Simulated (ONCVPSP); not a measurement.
Configuration tests for Se (Z = 34) (ONCV)

```json
{
 "Element": "selenium (Se)",
 "Generator": "ONCVPSP 4.0.1",
 "Type": "optimised norm-conserving Vanderbilt (ONCV)",
 "Functional": "PBEsol",
 "Relativity": "scalar-relativistic",
 "Frozen core": "[Ar]",
 "Valence charge": "16",
 "Reference configuration": "3d10 4s2 4p3 (charge +1)",
 "Partial waves": "4s: rc 1.20 bohr, ncon 3, nbas 7, qcut 5.6 1/bohr, 2 projectors, debl 2.8 Ha; 4p: rc 1.80 bohr, ncon 4, nbas 7, qcut 5.4 1/bohr, 2 projectors, debl 1.7 Ha; 3d: rc 0.60 bohr, ncon 3, nbas 7, qcut 13.7 1/bohr, 1 projector",
 "Local potential": "polynomial inside 0.60 bohr (lpopt 4, dvloc0 0 Ha)",
 "Core correction": "none"
}
```

Energies are relative to the spin-unpolarised reference configuration 3d10 4s2 4p3; without spin polarisation the order of configurations can differ from experiment.

**Question.** Give the all-electron excitation energy and the error of the potential for: 3d10 4s2 4p4; 3d10 4s2 4p2; 3d10 4s2 4p1; 3d9 4s2 4p4.

**Answer.**

| valence configuration | charge | ΔE all-electron (eV) | error AE − PS (meV) |
| --- | --- | --- | --- |
| 3d10 4s2 4p4 | 0 | -10.850 | +1.5 |
| 3d10 4s2 4p2 | +2 | 20.368 | -3.5 |
| 3d10 4s2 4p1 | +3 | 51.270 | -7.9 |
| 3d9 4s2 4p4 | +1 | 53.238 | -776 |

Levels in the configuration 3d10 4s2 4p1:

```
level  all-electron (eV)  pseudo (eV)
   3d            -89.455      -89.239
   4s            -49.370      -49.365
   4p            -36.451      -36.449
```

Note: ghosts flagged at negative energy: s at -184.5 eV; GHOST(+) flagged for p at 46.4 eV. A true bound ghost makes a file unfit for plane-wave use.
